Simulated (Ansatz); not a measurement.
Ansatz (a quantum-chemistry and plane-wave program) input (B3LYP/6-31G*):

Ansatz 0.2 input:
```yaml
crystal:
  periodic: [false, false, false]
  atoms:
    - {symbol: C, position_ang: [-2.40572200, 0.19589100, -0.10945000]}
    - {symbol: C, position_ang: [-0.98179800, 0.36282500, 0.41768300]}
    - {symbol: C, position_ang: [0.04623600, -0.30218200, -0.48837600]}
    - {symbol: S, position_ang: [1.76781600, -0.20198800, 0.11709100]}
    - {symbol: H, position_ang: [-2.67828100, -0.85968200, -0.18057400]}
    - {symbol: H, position_ang: [-3.12744400, 0.68218400, 0.54880000]}
    - {symbol: H, position_ang: [-2.51422100, 0.63418100, -1.10428300]}
    - {symbol: H, position_ang: [-0.74342500, 1.42639100, 0.50893600]}
    - {symbol: H, position_ang: [-0.89720000, -0.05886400, 1.42168800]}
    - {symbol: H, position_ang: [-0.00028300, 0.10515500, -1.49922200]}
    - {symbol: H, position_ang: [-0.14885100, -1.37378300, -0.56566800]}
    - {symbol: H, position_ang: [1.87235700, 1.13703300, 0.07772300]}
basis:
  gaussian:
    orbitals: 6-31G*
hamiltonian:
  xc: {name: B3LYP}
relax: {f_tol: 0.003, max_steps: 120}
```

From the output:

```
mean field: 0.29 GiB planned
mean field -14077.20355641 eV, -517.3276888268 hartree, gradient 7.9e-6 eV, S^2 0.000000; 0 other end points of the search recorded, 0 dependent functions left out
the calculation of the forces begins
reference -14077.20376905 eV, -517.3276966412 hartree; 21, 21 occupied and 59, 59 virtual orbitals, 945 factors
relax step   2: F+E_penalty+E_count = -14077.20355641 eV  Δ(F+E_penalty+E_count) = -6.042e-3 eV  max|allowed force component| = 1.248e-1 eV/Å  Δτ_max = 0.0165 Å  (24 SCF iters, accepted)
these checks for a lower state are left out or cut short: starts, cluster_reference, orbital_swaps, neighbouring_geometries, increment
integrals: 0.03 GiB planned
945 factors; integrals over basis functions are off by at most 6.4e-4 eV
mean field: 0.29 GiB planned
mean field -14077.20452848 eV, -517.3277245498 hartree, gradient 1.4e-5 eV, S^2 0.000000; 0 other end points of the search recorded, 0 dependent functions left out
the calculation of the forces begins
reference -14077.20474133 eV, -517.3277323717 hartree; 21, 21 occupied and 59, 59 virtual orbitals, 945 factors
relax step   3: F+E_penalty+E_count = -14077.20452848 eV  Δ(F+E_penalty+E_count) = -9.721e-4 eV  max|allowed force component| = 3.956e-2 eV/Å  Δτ_max = 0.0058 Å  (23 SCF iters, accepted)
these checks for a lower state are left out or cut short: starts, cluster_reference, orbital_swaps, neighbouring_geometries, increment
integrals: 0.03 GiB planned
945 factors; integrals over basis functions are off by at most 6.4e-4 eV
mean field: 0.29 GiB planned
mean field evaluation 32: about -14077.2046 eV, gradient 6.8e-5 eV
mean field -14077.20459883 eV, -517.3277271350 hartree, gradient 6.8e-5 eV, S^2 0.000000; 0 other end points of the search recorded, 0 dependent functions left out
the calculation of the forces begins
reference -14077.20481172 eV, -517.3277349585 hartree; 21, 21 occupied and 59, 59 virtual orbitals, 945 factors
relax step   4: F+E_penalty+E_count = -14077.20459883 eV  Δ(F+E_penalty+E_count) = -7.035e-5 eV  max|allowed force component| = 1.547e-2 eV/Å  Δτ_max = 0.0021 Å  (19 SCF iters, accepted)
these checks for a lower state are left out or cut short: starts, cluster_reference, orbital_swaps, neighbouring_geometries, increment
integrals: 0.03 GiB planned
945 factors; integrals over basis functions are off by at most 6.4e-4 eV
mean field: 0.29 GiB planned
mean field -14077.20460667 eV, -517.3277274231 hartree, gradient 2.6e-5 eV, S^2 0.000000; 0 other end points of the search recorded, 0 dependent functions left out
the calculation of the forces begins
reference -14077.20481955 eV, -517.3277352462 hartree; 21, 21 occupied and 59, 59 virtual orbitals, 945 factors
relax step   5: F+E_penalty+E_count = -14077.20460667 eV  Δ(F+E_penalty+E_count) = -7.840e-6 eV  max|allowed force component| = 1.582e-3 eV/Å  Δτ_max = 0.0015 Å  (19 SCF iters, accepted)
integrals: 0.03 GiB planned
945 factors; integrals over basis functions are off by at most 6.4e-4 eV
mean field: 0.29 GiB planned
mean field -14077.20460667 eV, -517.3277274231 hartree, gradient 2.6e-5 eV, S^2 0.000000; 1 other end points of the search recorded, 0 dependent functions left out
the calculation of the forces begins
reference -14077.20481955 eV, -517.3277352462 hartree; 21, 21 occupied and 59, 59 virtual orbitals, 945 factors
Total energy: -14077.20481955 eV, -517.3277352462 hartree
Atom 0 at    -2.412724     0.195843    -0.109376 Å, force    -0.000481     0.000268     0.000174 eV/Å
Atom 1 at    -0.982165     0.363756     0.417651 Å, force    -0.001038     0.000628     0.000593 eV/Å
Atom 2 at     0.049533    -0.305069    -0.492920 Å, force     0.001582    -0.000798    -0.000825 eV/Å
Atom 3 at     1.787850    -0.204109     0.113486 Å, force     0.000029     0.000371     0.000194 eV/Å
Atom 4 at    -2.690115    -0.863044    -0.177443 Å, force     0.000527    -0.000016     0.000075 eV/Å
Atom 5 at    -3.134332     0.686930     0.552789 Å, force     0.000031     0.000194    -0.000055 eV/Å
Atom 6 at    -2.525368     0.634123    -1.108463 Å, force     0.000038     0.000054     0.000050 eV/Å
Atom 7 at    -0.745983     1.432531     0.508443 Å, force    -0.000143    -0.000560     0.000120 eV/Å
Atom 8 at    -0.898063    -0.058580     1.426003 Å, force     0.000071     0.000268    -0.000049 eV/Å
Atom 9 at     0.001420     0.101712    -1.508633 Å, force    -0.000231    -0.000016    -0.000070 eV/Å
Atom 10 at    -0.145677    -1.380578    -0.568901 Å, force    -0.000173    -0.000149    -0.000231 eV/Å
Atom 11 at     1.884809     1.143646     0.091711 Å, force    -0.000212    -0.000245     0.000023 eV/Å
Dipole moment:    -0.342860     0.172392    -0.092236 e Å
```

The geometry given is a B3LYP-D3(BJ)/def2-TZVP minimum.
